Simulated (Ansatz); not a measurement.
Species: GaAs, charge 0, triplet. GaAs (SMILES [Ga]=[As], triplet).
B3LYP-D3(BJ)/def2-TZVP minimum from Ansatz (a program for electronic structure):
```xyz
2

Ga     0.0000     0.0000    -1.2139
As     0.0000     0.0000     1.1404
```
Charge 0, spin multiplicity 3.

Total energies in cc-pV5Z, 8 correlated electrons, 28 frozen orbitals. UHF or UKS for unpaired electrons; spin-orbit terms are left out. Cores are frozen in correlated methods (noble-gas shells, and filled d and f shells in the p block). No relativity. The UHF reference of AsGa ([Ga]=[As], triplet) is spin-contaminated (<S^2> up to 0.08 over the pure value in the sets run). The determinant of AsGa ([Ga]=[As], triplet) is a saddle point of the SCF energy; a lower one exists, which strains HF and MP2.

```tsv
method	program	energy (Eh)	minus CCSDT(Q) (mEh)
HF	Ansatz	-4157.51884	195.42
MP2	Ansatz	-4157.68010	34.17
CCSD	Ansatz	-4157.70064	13.63
CCSD(T)	Ansatz	-4157.71200	2.27
CCSDT(Q)	Ansatz	-4157.71427	0.00
```
